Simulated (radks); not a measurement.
Values are calculated unless marked as measured or tabulated.
Kinetic energies: the exact non-interacting value of the Kohn-Sham orbitals and orbital-free approximations, in hartree. Species: Sn2+ [Kr] 4d10 5s2; He+ 1s1; Ir4+ [Xe] 4f14 5d5. Code: a radial shooting solver on a logarithmic mesh with Libxc functionals. Model: non-relativistic Kohn-Sham, PBE, spin-polarised, spherical densities, point nucleus. Every spin shell is full or empty, so the densities are truly spherical. Functionals are evaluated on that one density, not self-consistently.

functional         Sn2+      He+     Ir4+
exact           6021.76  1.98786  16802.2
Thomas-Fermi     5703.4   1.8167    16013
von Weizsacker   2503.0   1.9879   6030.8
TF + vW          8206.4   3.8046    22044
TF + vW/9        5981.5   2.0376    16683
TF + vW/5        6204.0   2.2143    17219
Perdew 92        5982.0   2.0381    16685
Thakkar          5987.8   2.0324    16670
Pearson          5966.9   1.9372    16656
PG1              6930.2   3.0782    18917
Ernzerhof        5998.2   2.1130    16719
